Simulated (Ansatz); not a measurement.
# Molecular dynamics of CH₅B₂NO₂

The input (input.yaml):

```yaml
crystal:
  periodic: [false, false, false]
  atoms:
    - { symbol: C, position_ang: [-1.447946, 1.299218, -0.198608] }
    - { symbol: B, position_ang: [-0.363738, 0.184185, -0.080177] }
    - { symbol: "N", position_ang: [0.984918, 0.101281, 0.420924] }
    - { symbol: B, position_ang: [0.835889, -1.272419, -0.025947] }
    - { symbol: O, position_ang: [1.608526, -2.376781, -0.038052] }
    - { symbol: O, position_ang: [-0.479546, -1.164451, -0.506495] }
    - { symbol: H, position_ang: [-2.403966, 0.943879, 0.22177] }
    - { symbol: H, position_ang: [-1.170318, 2.241928, 0.295998] }
    - { symbol: H, position_ang: [-1.640597, 1.510723, -1.265271] }
    - { symbol: H, position_ang: [1.658208, 0.7117, 0.854385] }
    - { symbol: H, position_ang: [2.48397, -2.236262, 0.342072] }
basis:
  gaussian: { orbitals: def2-SVP }
hamiltonian:
  xc: b3lyp
md:
  timestep: 0.5
  n_steps: 100
  ensemble: nve
  temperature: 1000.0
  initial_velocities: maxwell_boltzmann
  seed: 870775
  masses: [{ species: H, mass: 2.014 }]
scf:
  lower_state_search: "off"
```

Launched with:

```bash
$ ansatz run input.yaml --threads 2 --pin off --max-ram 3072MiB --backend cpu --events-out ev --progress --plain --runs-dir out
```

It starts from a relaxed structure.

Output, in part (one step line in 2, the closing report, with atoms numbered from 0):

```
md step     0: t =     0.00 fs  T =  1000.0 K  F+E_penalty+E_count = -8054.70303104 eV  E_kin = 1.163340 eV  conserved = -8053.53969105 eV  (16 SCF iters)
md step     2: t =     1.00 fs  T =   948.1 K  F+E_penalty+E_count = -8054.64213492 eV  E_kin = 1.103000 eV  conserved = -8053.53913534 eV  (22 SCF iters)
md step     4: t =     2.00 fs  T =   819.5 K  F+E_penalty+E_count = -8054.49132692 eV  E_kin = 0.953320 eV  conserved = -8053.53800737 eV  (22 SCF iters)
md step     6: t =     3.00 fs  T =   672.1 K  F+E_penalty+E_count = -8054.31885115 eV  E_kin = 0.781824 eV  conserved = -8053.53702699 eV  (22 SCF iters)
md step     8: t =     4.00 fs  T =   557.7 K  F+E_penalty+E_count = -8054.18542083 eV  E_kin = 0.648811 eV  conserved = -8053.53660984 eV  (22 SCF iters)
md step    10: t =     5.00 fs  T =   498.8 K  F+E_penalty+E_count = -8054.11712710 eV  E_kin = 0.580284 eV  conserved = -8053.53684313 eV  (22 SCF iters)
md step    12: t =     6.00 fs  T =   483.3 K  F+E_penalty+E_count = -8054.09973652 eV  E_kin = 0.562231 eV  conserved = -8053.53750527 eV  (22 SCF iters)
md step    14: t =     7.00 fs  T =   477.4 K  F+E_penalty+E_count = -8054.09350273 eV  E_kin = 0.555406 eV  conserved = -8053.53809635 eV  (22 SCF iters)
md step    16: t =     8.00 fs  T =   452.3 K  F+E_penalty+E_count = -8054.06432995 eV  E_kin = 0.526190 eV  conserved = -8053.53813981 eV  (22 SCF iters)
md step    18: t =     9.00 fs  T =   407.1 K  F+E_penalty+E_count = -8054.01125594 eV  E_kin = 0.473550 eV  conserved = -8053.53770627 eV  (22 SCF iters)
md step    20: t =    10.00 fs  T =   365.2 K  F+E_penalty+E_count = -8053.96211481 eV  E_kin = 0.424842 eV  conserved = -8053.53727259 eV  (22 SCF iters)
md step    22: t =    11.00 fs  T =   351.9 K  F+E_penalty+E_count = -8053.94640102 eV  E_kin = 0.409379 eV  conserved = -8053.53702190 eV  (22 SCF iters)
md step    24: t =    12.00 fs  T =   381.2 K  F+E_penalty+E_count = -8053.98053539 eV  E_kin = 0.443456 eV  conserved = -8053.53707985 eV  (22 SCF iters)
md step    26: t =    13.00 fs  T =   448.1 K  F+E_penalty+E_count = -8054.05893119 eV  E_kin = 0.521307 eV  conserved = -8053.53762404 eV  (22 SCF iters)
md step    28: t =    14.00 fs  T =   523.9 K  F+E_penalty+E_count = -8054.14774387 eV  E_kin = 0.609480 eV  conserved = -8053.53826428 eV  (22 SCF iters)
md step    30: t =    15.00 fs  T =   574.9 K  F+E_penalty+E_count = -8054.20730957 eV  E_kin = 0.668849 eV  conserved = -8053.53846072 eV  (22 SCF iters)
md step    32: t =    16.00 fs  T =   587.9 K  F+E_penalty+E_count = -8054.22214534 eV  E_kin = 0.683908 eV  conserved = -8053.53823696 eV  (22 SCF iters)
md step    34: t =    17.00 fs  T =   570.5 K  F+E_penalty+E_count = -8054.20167951 eV  E_kin = 0.663735 eV  conserved = -8053.53794480 eV  (22 SCF iters)
md step    36: t =    18.00 fs  T =   536.4 K  F+E_penalty+E_count = -8054.16171537 eV  E_kin = 0.623962 eV  conserved = -8053.53775349 eV  (22 SCF iters)
md step    38: t =    19.00 fs  T =   496.0 K  F+E_penalty+E_count = -8054.11456615 eV  E_kin = 0.577024 eV  conserved = -8053.53754186 eV  (22 SCF iters)
md step    40: t =    20.00 fs  T =   462.2 K  F+E_penalty+E_count = -8054.07491505 eV  E_kin = 0.537742 eV  conserved = -8053.53717289 eV  (22 SCF iters)
md step    42: t =    21.00 fs  T =   454.5 K  F+E_penalty+E_count = -8054.06560800 eV  E_kin = 0.528739 eV  conserved = -8053.53686930 eV  (22 SCF iters)
md step    44: t =    22.00 fs  T =   486.6 K  F+E_penalty+E_count = -8054.10323955 eV  E_kin = 0.566102 eV  conserved = -8053.53713755 eV  (22 SCF iters)
md step    46: t =    23.00 fs  T =   543.7 K  F+E_penalty+E_count = -8054.17051821 eV  E_kin = 0.632498 eV  conserved = -8053.53802056 eV  (22 SCF iters)
md step    48: t =    24.00 fs  T =   582.3 K  F+E_penalty+E_count = -8054.21616521 eV  E_kin = 0.677402 eV  conserved = -8053.53876279 eV  (22 SCF iters)
md step    50: t =    25.00 fs  T =   567.2 K  F+E_penalty+E_count = -8054.19849470 eV  E_kin = 0.659897 eV  conserved = -8053.53859817 eV  (21 SCF iters)
md step    52: t =    26.00 fs  T =   508.7 K  F+E_penalty+E_count = -8054.12933802 eV  E_kin = 0.591786 eV  conserved = -8053.53755154 eV  (21 SCF iters)
md step    54: t =    27.00 fs  T =   459.9 K  F+E_penalty+E_count = -8054.07156630 eV  E_kin = 0.535069 eV  conserved = -8053.53649743 eV  (22 SCF iters)
md step    56: t =    28.00 fs  T =   473.1 K  F+E_penalty+E_count = -8054.08682596 eV  E_kin = 0.550362 eV  conserved = -8053.53646348 eV  (22 SCF iters)
md step    58: t =    29.00 fs  T =   549.7 K  F+E_penalty+E_count = -8054.17696574 eV  E_kin = 0.639442 eV  conserved = -8053.53752392 eV  (22 SCF iters)
md step    60: t =    30.00 fs  T =   637.4 K  F+E_penalty+E_count = -8054.28019867 eV  E_kin = 0.741488 eV  conserved = -8053.53871054 eV  (22 SCF iters)
md step    62: t =    31.00 fs  T =   676.1 K  F+E_penalty+E_count = -8054.32567715 eV  E_kin = 0.786533 eV  conserved = -8053.53914404 eV  (22 SCF iters)
md step    64: t =    32.00 fs  T =   642.6 K  F+E_penalty+E_count = -8054.28621181 eV  E_kin = 0.747555 eV  conserved = -8053.53865661 eV  (22 SCF iters)
md step    66: t =    33.00 fs  T =   561.4 K  F+E_penalty+E_count = -8054.19068875 eV  E_kin = 0.653049 eV  conserved = -8053.53763974 eV  (22 SCF iters)
md step    68: t =    34.00 fs  T =   484.1 K  F+E_penalty+E_count = -8054.09996774 eV  E_kin = 0.563115 eV  conserved = -8053.53685279 eV  (22 SCF iters)
md step    70: t =    35.00 fs  T =   450.7 K  F+E_penalty+E_count = -8054.06116030 eV  E_kin = 0.524300 eV  conserved = -8053.53686060 eV  (22 SCF iters)
md step    72: t =    36.00 fs  T =   462.5 K  F+E_penalty+E_count = -8054.07539120 eV  E_kin = 0.538003 eV  conserved = -8053.53738775 eV  (22 SCF iters)
md step    74: t =    37.00 fs  T =   493.6 K  F+E_penalty+E_count = -8054.11208847 eV  E_kin = 0.574254 eV  conserved = -8053.53783413 eV  (21 SCF iters)
md step    76: t =    38.00 fs  T =   519.8 K  F+E_penalty+E_count = -8054.14277777 eV  E_kin = 0.604708 eV  conserved = -8053.53807004 eV  (22 SCF iters)
md step    78: t =    39.00 fs  T =   527.3 K  F+E_penalty+E_count = -8054.15170600 eV  E_kin = 0.613475 eV  conserved = -8053.53823069 eV  (22 SCF iters)
md step    80: t =    40.00 fs  T =   509.2 K  F+E_penalty+E_count = -8054.13064612 eV  E_kin = 0.592406 eV  conserved = -8053.53823978 eV  (22 SCF iters)
md step    82: t =    41.00 fs  T =   468.7 K  F+E_penalty+E_count = -8054.08311432 eV  E_kin = 0.545259 eV  conserved = -8053.53785528 eV  (22 SCF iters)
md step    84: t =    42.00 fs  T =   428.5 K  F+E_penalty+E_count = -8054.03562229 eV  E_kin = 0.498437 eV  conserved = -8053.53718549 eV  (22 SCF iters)
md step    86: t =    43.00 fs  T =   422.5 K  F+E_penalty+E_count = -8054.02841987 eV  E_kin = 0.491527 eV  conserved = -8053.53689295 eV  (22 SCF iters)
md step    88: t =    44.00 fs  T =   465.2 K  F+E_penalty+E_count = -8054.07852587 eV  E_kin = 0.541209 eV  conserved = -8053.53731657 eV  (22 SCF iters)
md step    90: t =    45.00 fs  T =   536.6 K  F+E_penalty+E_count = -8054.16207802 eV  E_kin = 0.624197 eV  conserved = -8053.53788064 eV  (22 SCF iters)
md step    92: t =    46.00 fs  T =   606.7 K  F+E_penalty+E_count = -8054.24396686 eV  E_kin = 0.705818 eV  conserved = -8053.53814905 eV  (22 SCF iters)
md step    94: t =    47.00 fs  T =   657.1 K  F+E_penalty+E_count = -8054.30274685 eV  E_kin = 0.764398 eV  conserved = -8053.53834916 eV  (22 SCF iters)
md step    96: t =    48.00 fs  T =   674.4 K  F+E_penalty+E_count = -8054.32305234 eV  E_kin = 0.784558 eV  conserved = -8053.53849427 eV  (21 SCF iters)
md step    98: t =    49.00 fs  T =   651.5 K  F+E_penalty+E_count = -8054.29614694 eV  E_kin = 0.757896 eV  conserved = -8053.53825070 eV  (21 SCF iters)
md step   100: t =    50.00 fs  T =   600.8 K  F+E_penalty+E_count = -8054.23655568 eV  E_kin = 0.698909 eV  conserved = -8053.53764696 eV  (21 SCF iters)
Total energy: -8054.23680068 eV, -295.9877430672 hartree
Atom 0 at    -1.387617     1.337975    -0.325011 Å, force    -0.347212     1.632340     0.779613 eV/Å
Atom 1 at    -0.391578     0.126656    -0.063756 Å, force    -0.339402    -0.355750     0.143118 eV/Å
Atom 2 at     0.901831     0.011067     0.618095 Å, force    -1.291747     0.981755     0.085306 eV/Å
Atom 3 at     0.777721    -1.313747     0.059473 Å, force     0.272685     0.880232    -0.120054 eV/Å
Atom 4 at     1.679441    -2.229897    -0.201831 Å, force     2.036441    -1.859634     0.424825 eV/Å
Atom 5 at    -0.498250    -1.260780    -0.477547 Å, force    -0.278843     1.308374     0.293129 eV/Å
Atom 6 at    -2.064680     1.579617     0.626888 Å, force     1.254510    -0.667650    -1.755666 eV/Å
Atom 7 at    -0.709358     2.277227    -0.412920 Å, force    -1.054188    -1.127521    -0.009397 eV/Å
Atom 8 at    -2.076593     1.308080    -1.241674 Å, force     0.917444    -0.220229     1.139037 eV/Å
Atom 9 at     1.512004     0.676356     1.098230 Å, force    -0.259517    -0.618445    -0.405199 eV/Å
Atom 10 at     2.530870    -2.144021     0.285433 Å, force    -0.910172     0.046526    -0.574712 eV/Å
Dipole moment:     0.506358     0.428815     0.397838 e Å
```

All steps were run. The conserved energy stayed within 0.31 meV per atom of its start (net change 0.19 meV per atom), so the integration is sound. A run of 0.05 ps of so small a system gives no equilibrium averages.

The same pairs are bonded in the first frame and the last. Pairs count as bonded within 1.25 times the sum of covalent radii (0.12 Å more for H–H).

Last frame:

```xyz
11
Properties=species:S:1:pos:R:3
C -1.388 1.338 -0.325
B -0.392 0.127 -0.064
N 0.902 0.011 0.618
B 0.778 -1.314 0.059
O 1.679 -2.230 -0.202
O -0.498 -1.261 -0.477
H -2.065 1.580 0.627
H -0.709 2.277 -0.413
H -2.077 1.308 -1.242
H 1.512 0.676 1.098
H 2.531 -2.144 0.285
```

The run took 5.6 min on 2 threads of Arm Neoverse N1, on a shared host, peak memory 0.21 GiB.
